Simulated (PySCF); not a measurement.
Task: What does the PBE0-D3(BJ)/def2-SVP structure of `[SiH3]NC[SiH2]Br` look like in three dimensions?

Result: 
```xyz
13
CH8BrNSi2 angstrom
Si    -1.830    0.424    0.459
N     -0.865   -0.651   -0.504
C      0.543   -0.930   -0.317
Si     1.631    0.602   -0.095
Br     3.736   -0.144   -0.083
H     -3.195    0.423   -0.142
H     -1.940    0.063    1.912
H     -1.230    1.793    0.398
H     -1.367   -1.420   -0.936
H      0.957   -1.420   -1.216
H      0.766   -1.618    0.526
H      1.406    1.296    1.204
H      1.473    1.558   -1.226
```

Orientation and origin are arbitrary. Atoms count from 1 in this order. N2 (silicon-bound nitrogen) has angles 126.0°, 115.5° and 113.0°, sum 354.5°, 0.18 Å off the plane of its three neighbours. Si1 (SiH3 silicon) is distorted tetrahedral (angles from 106.5° to 115.4°). Of the pairs four or more bonds apart, Si4···H8 is among the closest relative to their van der Waals radii: 3.14 Å, 95 % of the sum of Bondi's values. Si4 (SiH2 silicon) is distorted tetrahedral (angles from 105.8° to 113.1°).

Bonds between heavy atoms (Å): Si1–N2 1.736, N2–C3 1.448, C3–Si4 1.892, Si4–Br5 2.234.

Method: PySCF 2.14.0, PBE0-D3(BJ)/def2-SVP geometry optimisation, gas phase.

Point group: C1 (no symmetry element, even within 0.4 Å). PBE0-D3(BJ)/def2-SVP frequencies: not computed here. The numbers are those of one conformer (Si1–N2–C3–Si4 -48°, N2–C3–Si4–Br5 -173°).

Time: 72 s of wall time; peak memory 0.52 GiB. Hardware: an Arm Neoverse V1 with one thread, no GPU, shared host with 32 logical CPUs at a one-minute load of 28. These figures are those of the optimisation.
